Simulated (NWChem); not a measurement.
Volume series of Si (diamond structure): conduction valleys

Program: NWChem. Level: LDA (Vosko), default library pseudopotentials (valence charges Si 4), cutoff 15 Ha, shifted 4×4×4 mesh, two-atom cell, no spin-orbit coupling. Each row gives the lowest empty level at Γ, at L and on the outer part of the line to X, counted from the valence top at Γ within the same run; other points weren't sampled.

| ln(V/V₀) | a (Å) | Γ (eV) | L (eV) | X line (eV) |
|---|---|---|---|---|
| -0.062 | 5.272 | 2.59 | 1.75 | 0.35 |
| -0.041 | 5.309 | 2.58 | 1.67 | 0.39 |
| -0.020 | 5.346 | 2.58 | 1.59 | 0.42 |
| 0.000 | 5.382 | ? | ? | ? |
| 0.020 | 5.418 | 2.56 | 1.45 | 0.49 |
| 0.039 | 5.453 | 2.55 | 1.38 | 0.52 |
| 0.058 | 5.488 | 2.53 | 1.31 | 0.55 |

### Question
Fit a line in ln V to each valley, give the slopes, and predict the withheld row.

### Answer
Slopes dE/d(ln V): Γ -0.5 eV, L -3.7 eV, X line 1.7 eV (largest miss of a line 0.00 eV). With this level's bulk modulus of about 96 GPa, dE/dP = −slope/B gives Γ 5 meV/GPa, L 38 meV/GPa, X line -18 meV/GPa. The lowest valley is X line in every row. Predicted against computed: Γ 2.56 against 2.57, L 1.52 against 1.52, X line 0.46 against 0.46 eV.
